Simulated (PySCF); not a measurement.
**Hg (mercury, neutral) across methods**

[Xe] 4f14 5d9 6s2 7s1, high-spin 3D determinant (an excited configuration). Computed with PySCF 2.14 in aug-cc-pwCVTZ-PP with ECP60MDF (8s8p7d4f3g, 122 functions), with a scalar-relativistic core potential.

| method | E (hartree) | mean ε 6s α (eV) | mean ε 6s β (eV) | mean ε 7s α (eV) | Σ⟨r²⟩ (bohr²) | ⟨S²⟩ |
| --- | --- | --- | --- | --- | --- | --- |
| UHF | -152.12695 | -14.697 | -14.027 | -2.560 | 109.6 | 2.003 |
| wB97M-V | -152.9606 | -14.907 | -14.412 | -2.424 | 102.0 | 2.001 |
| PBE | -153.0884 | -12.050 | -11.671 | -1.781 | 106.1 | 2.001 |
| r2SCAN | -153.1126 | -12.161 | -11.871 | -1.759 | 104.7 | 2.002 |
| LDA | -152.8225 | -12.362 | -12.021 | -1.743 | 104.1 | 2.000 |
| HSE06 | -153.0462 | -12.559 | -12.155 | -1.793 | 106.7 | 2.001 |
| PBE0 | -153.0478 | -12.947 | -12.515 | -2.055 | 106.8 | 2.001 |

**Question.** Estimate the same row for wB97X-V.

**Answer.** E (hartree) = -153.0090; mean ε 6s α (eV) = -15.054; mean ε 6s β (eV) = -14.708; mean ε 7s α (eV) = -2.711; Σ⟨r²⟩ (bohr²) = 107.0; ⟨S²⟩ = 2.001.

Energies and moments cover only the electrons outside the core potential. Spin-orbit coupling, absent here, splits the open shell strongly. The outer electron is Rydberg-like, and this basis confines it to a smaller radius and binds it less than a complete one would.
